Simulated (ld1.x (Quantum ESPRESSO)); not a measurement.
Transferability test, RRKJ potential for C (Z = 6)

```json
{
 "Element": "carbon (C)",
 "Generator": "ld1.x (Quantum ESPRESSO) 7.5",
 "Type": "norm-conserving RRKJ (Kleinman–Bylander form)",
 "Functional": "LDA (PZ)",
 "Relativity": "scalar-relativistic",
 "Frozen core": "[He]",
 "Valence charge": "4",
 "Reference configuration": "2s2 2p2",
 "Partial waves": "2s (bound): rc 1.20 bohr; 2p (bound): rc 2.00 bohr",
 "Local potential": "all-electron potential smoothed inside 1.05 bohr (lloc = -2)",
 "Core correction": "a·sin(br)/r model core inside 0.80 bohr"
}
```

Energies are relative to the spin-unpolarised reference configuration 2s2 2p2; without spin polarisation the order of configurations can differ from experiment. Spin-polarised rows fill each open shell by Hund’s rule, majority spin first.

```json
{"valence configuration": "2s2 2p0", "charge": "+2", "ΔE all-electron (eV)": "35.247", "error AE − PS (meV)": "+318"}
{"valence configuration": "2s1 2p0", "charge": "+3", "ΔE all-electron (eV)": "83.217", "error AE − PS (meV)": "+696"}
{"valence configuration": "2s2 2p1.5", "charge": "+0.5", "ΔE all-electron (eV)": "4.029", "error AE − PS (meV)": "+4.4"}
{"valence configuration": "2s2 2p2.3", "charge": "-0.3", "ΔE all-electron (eV)": "-1.199", "error AE − PS (meV)": "+0.3"}
{"valence configuration": "2s1 2p2", "charge": "+1", "ΔE all-electron (eV)": "19.482", "error AE − PS (meV)": "-27"}
{"valence configuration": "2s2 2p2 (spin-polarised)", "charge": "0", "ΔE all-electron (eV)": "-1.128", "error AE − PS (meV)": "+52"}
{"valence configuration": "2s2 2p1 (spin-polarised)", "charge": "+1", "ΔE all-electron (eV)": "10.591", "error AE − PS (meV)": "+50"}
```

Question: What are ΔE and the potential's error for 2s2 2p1?

Answer: ΔE = 10.988 eV all-electron; the error (AE − PS) is +32 meV.

Question: What are ΔE and the potential's error for 2s0 2p4?

Answer: ΔE = 16.517 eV all-electron; the error (AE − PS) is +14 meV.
